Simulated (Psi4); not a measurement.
H2P, charge -1, singlet, geometry from GFN2-xTB (a gas-phase anion, which may not be bound at this level); CISD/3-21G (Psi4).

The Psi4 input:
```
memory 2 GB

molecule {
-1 1
  P    -0.00149906    0.07431072    0.08210974
  H     0.97078349   -0.55479397   -0.60060040
  H    -0.94829753   -0.55986685   -0.63104570
}

set basis 3-21g

energy('cisd')
print_variables()
```

It wrote (shortened):

```
   => Loading Basis Set <=

    Name: 3-21G
    Role: ORBITAL
    Keyword: BASIS

         ---------------------------------------------------------
                                   SCF
               by Justin Turney, Rob Parrish, Andy Simmonett
                          and Daniel G. A. Smith
                              RHF Reference
         ---------------------------------------------------------

  ==> Geometry <==

    Molecular point group: cs
    Full point group: Cs

    Geometry (in Angstrom), charge = -1, multiplicity = 1:

       Center              X                  Y                   Z               Mass
    ------------   -----------------  -----------------  -----------------  -----------------
         P           -0.057514479769     0.000778566834     0.000000000000    30.973761998420
         H            0.870814427045    -0.971540642092     0.000000000000     1.007825032230
         H            0.896793789530     0.947612734909     0.000000000000     1.007825032230

  Running in cs symmetry.

  Rotational constants: A =     10.05100  B =      9.08118  C =      4.77075 [cm^-1]
  Rotational constants: A = 301321.30237  B = 272247.00377  C = 143023.63095 [MHz]
  Nuclear repulsion =   12.084879428207440

  Charge       = -1
  Multiplicity = 1
  Electrons    = 18
  Nalpha       = 9
  Nbeta        = 9

  ==> Algorithm <==

  SCF Algorithm Type is PK.
  DIIS enabled.
  MOM disabled.
  Fractional occupation disabled.
  Guess Type is SAD.
  Energy threshold   = 1.00e-08
  Density threshold  = 1.00e-08
  Integral threshold = 1.00e-12

  ==> Primary Basis <==

  Basis Set: 3-21G
    Blend: 3-21G
    Number of shells: 11
    Number of basis functions: 17
    Number of Cartesian functions: 17
    Spherical Harmonics?: false
    Max angular momentum: 1

  ==> Integral Setup <==

  Using in-core PK algorithm.
   Calculation information:
      Number of atoms:                   3
      Number of AO shells:              11
      Number of primitives:             21
      Number of atomic orbitals:        17
      Number of basis functions:        17

      Integral cutoff                 1.00e-12
      Number of threads:                 1

  Performing in-core PK
  Using 23562 doubles for integral storage.
  We computed 2211 shell quartets total.
  Whereas there are 2211 unique shell quartets.

  ==> DiskJK: Disk-Based J/K Matrices <==

    J tasked:                  Yes
    K tasked:                  Yes
    wK tasked:                  No
    Schwarz Cutoff:          1E-12

  Minimum eigenvalue in the overlap matrix is 3.5888649012E-02.
  Reciprocal condition number of the overlap matrix is 1.0816769268E-02.
    Using symmetric orthogonalization.

  ==> Pre-Iterations <==

  SCF Guess: Superposition of Atomic Densities via on-the-fly atomic UHF (no occupation information).

   -------------------------
    Irrep   Nso     Nmo
   -------------------------
     A'        14      14
     A"         3       3
   -------------------------
    Total      17      17
   -------------------------

  ==> Iterations <==

                        Total Energy        Delta E     RMS |[F,P]|

   @RHF iter SAD:  -339.72561986593581   -3.39726e+02   0.00000e+00
   @RHF iter   1:  -340.04004730198795   -3.14427e-01   1.90544e-02 DIIS/ADIIS
   @RHF iter   2:  -340.09755015417858   -5.75029e-02   5.28910e-03 DIIS/ADIIS
   @RHF iter   3:  -340.10068209626888   -3.13194e-03   4.17535e-04 DIIS/ADIIS
   @RHF iter   4:  -340.10073549115054   -5.33949e-05   9.35166e-05 DIIS
   @RHF iter   5:  -340.10073819392420   -2.70277e-06   8.72164e-06 DIIS
   @RHF iter   6:  -340.10073821960719   -2.56830e-08   1.57601e-06 DIIS
   @RHF iter   7:  -340.10073822051788   -9.10688e-10   1.33937e-07 DIIS
   @RHF iter   8:  -340.10073822052453   -6.65068e-12   2.21633e-08 DIIS
   @RHF iter   9:  -340.10073822052470   -1.70530e-13   1.14442e-09 DIIS
  Energy and wave function converged.

  ==> Post-Iterations <==

    Orbital Energies [Eh]
[...]
             Ap   App
    DOCC [     7,    2 ]
    NA   [     7,    2 ]
    NB   [     7,    2 ]

  @RHF Final Energy:  -340.10073822052470

   => Energetics <=

    Nuclear Repulsion Energy =             12.0848794282074401
    One-Electron Energy =                -500.1656678408394896
    Two-Electron Energy =                 147.9800501921073135
    Total Energy =                       -340.1007382205247040

Computation Completed

Properties will be evaluated at   0.000000,   0.000000,   0.000000 [a0]

Properties computed using the SCF density matrix

 Multipole Moments:

 ------------------------------------------------------------------------------------
     Multipole            Electronic (a.u.)      Nuclear  (a.u.)        Total (a.u.)
 ------------------------------------------------------------------------------------

 L = 1.  Multiply by 2.5417464519 to convert [e a0] to [Debye]
 Dipole X            :         -1.3437683            1.7099962            0.3662279
 Dipole Y            :          0.0181904           -0.0231480           -0.0049576
 Dipole Z            :          0.0000000            0.0000000            0.0000000
 Magnitude           :                                                    0.3662615

 ------------------------------------------------------------------------------------

 MINTS: Wrapper to libmints.
   by Justin Turney

   Calculation information:
      Number of threads:                 1
      Number of atoms:                   3
      Number of AO shells:              11
      Number of SO shells:              11
      Number of primitives:             21
      Number of atomic orbitals:        17
      Number of basis functions:        17

      Number of irreps:                  2
      Integral cutoff                 1.00e-12
      Number of functions per irrep: [  14    3 ]

 OEINTS: Overlap, kinetic, potential, dipole, and quadrupole integrals
         stored in file 35.

      Computed 5538 non-zero two-electron integrals.
        Stored in file 33.

        ==> Transform all two-electron integrals <==

	Presorting SO-basis two-electron integrals.
	Sorting File: SO Ints (nn|nn) nbuckets = 1
	Constructing frozen core operators
	Starting first half-transformation.
	Sorting half-transformed integrals.
	First half integral transformation complete.
	Starting second half-transformation.
	Two-electron integral transformation complete.

Traceback (most recent call last):
  File "psi4", line 375, in <module>
  File "<string>", line 23, in <module>
  File "site-packages/psi4/driver/driver.py", line 533, in energy
  File "site-packages/psi4/driver/procrouting/proc.py", line 1108, in select_cisd
  File "site-packages/psi4/driver/procrouting/proc.py", line 5807, in run_cepa

RuntimeError:
Fatal Error: ndocc must be less than nvirt
The most recent 5 function calls were:

psi::PsiException::PsiException(std::__cxx11::basic_string<char, std::char_traits<char>, std::allocator<char> >, char const*, int)

Printing out the relevant lines from the Psithon --> Python processed input file:
      H     0.97078349   -0.55479397   -0.60060040
      H    -0.94829753   -0.55986685   -0.63104570
    """)
    core.IO.set_default_namespace("")
    core.set_global_option("BASIS", "3-21g")
--> energy('cisd')
    print_variables()

!----------------------------------------------------------------------------------!
!                                                                                  !
! Fatal Error: ndocc must be less than nvirt                                       !
! The most recent 5 function calls were:                                           !
! psi::PsiException::PsiException(std::__cxx11::basic_string<char,                 !
!     std::char_traits<char>, std::allocator<char> >, char const*, int)            !
!                                                                                  !
!----------------------------------------------------------------------------------!
```

The program stopped with an error.
